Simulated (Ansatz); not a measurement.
Results of the Gaussian-basis code of Ansatz.

A structure relaxed at PBE0-D4/def2-TZVP, charge 0, multiplicity 1:

Cartesian coordinates in Å:
```
C -0.840 0.300 1.726
C -0.907 0.412 0.220
N 0.253 -0.093 -0.475
C 0.117 0.044 -1.905
Ga 1.761 -0.832 0.240
H 0.007 0.859 2.132
H -0.739 -0.740 2.047
H -1.753 0.703 2.169
H -1.063 1.468 -0.056
H -1.803 -0.119 -0.140
H 1.001 -0.340 -2.417
H -0.757 -0.506 -2.281
H -0.012 1.096 -2.198
H 1.929 -0.990 1.781
H 2.805 -1.262 -0.843
```

Q: Give its formula and SMILES.

A: C3H10GaN, `CC[N](C)[GaH2]`.

Q: Point group (tolerance 0.08 Å, 0.16 Å for H)?

A: Cs.

Q: Summarise the bond lengths by kind.

A: 1 × C–C 1.511 Å; 8 × C–H 1.092 to 1.102 Å; 2 × C–N 1.443 to 1.444 Å; 1 × Ga–N 1.825 Å; 2 × Ga–H 1.558 to 1.564 Å.
